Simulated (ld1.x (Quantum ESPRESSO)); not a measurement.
**Which setting gave this result? (Zn (Z = 30), TM)**

Base potential:

zinc, norm-conserving Troullier–Martins (Kleinman–Bylander form), made with ld1.x (Quantum ESPRESSO) 7.5 (PBE, scalar-relativistic). Core [Ar], reference 3d10 4s2 4p0. Waves: 4s (bound): rc 1.40 bohr; 4p (bound, empty): rc 2.30 bohr; 3d (bound): rc 1.05 bohr. Local part: all-electron potential smoothed inside 1.40 bohr (lloc = -2). Core correction: none.

Cutoffs, loose and tight: the cutoffs (Ry, on a coarse ladder) from which the occupation-weighted sum of valence levels, in a spherical-Bessel basis at the reference potential, stays within 10 and 1 mRy of its value at 400 Ry. They do not see the model core or the augmentation charge, which bear on the density cutoff. Test errors are all-electron minus pseudo excitation energies from the reference, over the configurations 3d10 4s1 4p0; 3d10 4s0 4p0; 3d9 4s0 4p0; 3d10 4s1 4p1; 3d10 4s0 4p2; 3d9 4s2 4p0; 3d8 4s0 4p0; variants that change the core or the reference have their own tests. The largest error is taken over the tests solved by every variant that gives reliable tests at all, those not shown here included: 3d10 4s0 4p0; 3d10 4s0 4p2; 3d10 4s1 4p0; 3d10 4s1 4p1; 3d8 4s0 4p0; 3d9 4s0 4p0.

Only the scale of all radii (base = 1) is moved (2 further runs of the sweep failed or gave no value and are left out):

| scale of all radii (base = 1) | cutoff, loose | cutoff, tight | bound ghosts | largest test error (meV) |
| --- | --- | --- | --- | --- |
| 0.84 | 300 Ry | over 300 Ry | none | -649 |
| 0.97 | 230 Ry | over 300 Ry | none | -601 |
| 1.19 | 180 Ry | 300 Ry | none | -639 |
| 1.35 | 140 Ry | 260 Ry | none | -735 |

One more run gave cutoff, loose: 160 Ry; cutoff, tight: 300 Ry; bound ghosts: none; largest test error (meV): -673. Which value of the scale of all radii (base = 1) was used?

1.24. The loose cutoff moves one way along this sweep, from 300 Ry at 0.84 to 140 Ry at 1.35, which places the run between 1.19 and 1.35.
